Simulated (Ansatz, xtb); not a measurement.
# C2H10B2NP: which of two isomers lies lower

Structure X: `BNB(P)CC`, a singlet. Structure Y: `BN(BP)CC`, a singlet. Both are isolated molecules in the gas phase, relaxed with r2SCAN-D4/def2-SVP; each stands in its lowest conformer found.

X (Å):

```json
{"atom": "C", "x (Å)": "-0.7468", "y (Å)": "-1.5257", "z (Å)": "-1.4467"}
{"atom": "C", "x (Å)": "-1.3978", "y (Å)": "-0.1823", "z (Å)": "-1.7670"}
{"atom": "B", "x (Å)": "1.6638", "y (Å)": "-3.3775", "z (Å)": "1.0843"}
{"atom": "B", "x (Å)": "0.1705", "y (Å)": "-1.6612", "z (Å)": "-0.1648"}
{"atom": "N", "x (Å)": "0.7143", "y (Å)": "-2.9687", "z (Å)": "0.1191"}
{"atom": "P", "x (Å)": "0.7217", "y (Å)": "-0.1082", "z (Å)": "0.8301"}
{"atom": "H", "x (Å)": "2.0149", "y (Å)": "-4.5336", "z (Å)": "1.1110"}
{"atom": "H", "x (Å)": "2.1135", "y (Å)": "-2.5705", "z (Å)": "1.8603"}
{"atom": "H", "x (Å)": "0.3934", "y (Å)": "-3.7001", "z (Å)": "-0.5163"}
{"atom": "H", "x (Å)": "0.6863", "y (Å)": "-0.6137", "z (Å)": "2.1580"}
{"atom": "H", "x (Å)": "-0.5424", "y (Å)": "0.5447", "z (Å)": "0.8711"}
{"atom": "H", "x (Å)": "-0.1130", "y (Å)": "-1.8478", "z (Å)": "-2.2997"}
{"atom": "H", "x (Å)": "-1.5190", "y (Å)": "-2.3193", "z (Å)": "-1.3797"}
{"atom": "H", "x (Å)": "-2.1021", "y (Å)": "0.1242", "z (Å)": "-0.9768"}
{"atom": "H", "x (Å)": "-1.9611", "y (Å)": "-0.2143", "z (Å)": "-2.7129"}
{"atom": "H", "x (Å)": "-0.6455", "y (Å)": "0.6182", "z (Å)": "-1.8600"}
```

Y (Å):

```xyz
16

C     0.4081   -1.3835   -0.5188
C     1.1905   -1.8357    0.7044
B    -1.9283   -0.9174    0.2277
B    -0.4022    0.9919   -0.1960
N    -0.6557   -0.4192   -0.1768
P     1.2201    1.7830   -0.8304
H    -2.7997   -0.1433    0.5301
H    -2.1018   -2.1148    0.2582
H    -1.3103    1.7404    0.0687
H     1.2609    2.8970    0.0521
H     2.2167    1.0041   -0.1762
H    -0.0563   -2.2533   -1.0097
H     1.0822   -0.9244   -1.2618
H     0.5273   -2.3437    1.4226
H     1.9889   -2.5385    0.4192
H     1.6536   -0.9792    1.2195
```

Q: Which of the two would you expect CCSD(T)/def2-SVP + ΔMP2/def2-TZVPP electronic energies to favour?

A: Structure X; the calculation gives E(Y) − E(X) = +0.558 eV.

The same difference at several levels:

```
                             level            geometry  E(Y) − E(X) (eV)  departure from the last row (eV)  job, with rough time for the two
                          GFN2-xTB            GFN2-xTB              −0.261                            −0.819              optimisation, 0.46 s
                         HF/STO-3G            GFN2-xTB              +0.426                            −0.131              single point, 0.32 s
      r2SCAN-D4/def2-SVP//GFN2-xTB            GFN2-xTB              +0.645                            +0.087               single point, 3.6 s
                r2SCAN-D4/def2-SVP  r2SCAN-D4/def2-SVP              +0.633                            +0.075             optimisation, 2.1 min
                       HF/def2-SVP  r2SCAN-D4/def2-SVP              +0.603                            +0.045           part of the CCSD(T) run
                      MP2/def2-SVP  r2SCAN-D4/def2-SVP              +0.571                            +0.013           part of the CCSD(T) run
                  CCSD(T)/def2-SVP  r2SCAN-D4/def2-SVP              +0.541                            −0.016                      single point
CCSD(T)/def2-SVP + ΔMP2/def2-TZVPP  r2SCAN-D4/def2-SVP              +0.558                                                  single point, 54 s
```

As drawn, Y has 1 C–N, 1 B–H in place of 1 C–B, 1 N–H.

GFN2-xTB puts the two in the other order. The largest departure from CCSD(T)/def2-SVP + ΔMP2/def2-TZVPP is that of GFN2-xTB, 0.819 eV. The last row adds to CCSD(T) the change of the MP2 difference between the two basis sets, here +0.016 eV.

With thermal terms from frequencies at re-optimised GFN2-xTB minima (ideal gas, soft modes damped towards free rotors, one conformer each, 298.15 K, 1 atm): on the last row, ΔE + ΔZPE = +0.538, ΔH = +0.526, ΔG = +0.558 eV.

The correlated steps freeze 10 core orbitals. Codes used: Ansatz 0.2.0, xtb 6.7.1; the last row on 4 threads of Arm Neoverse V1 on a shared host.
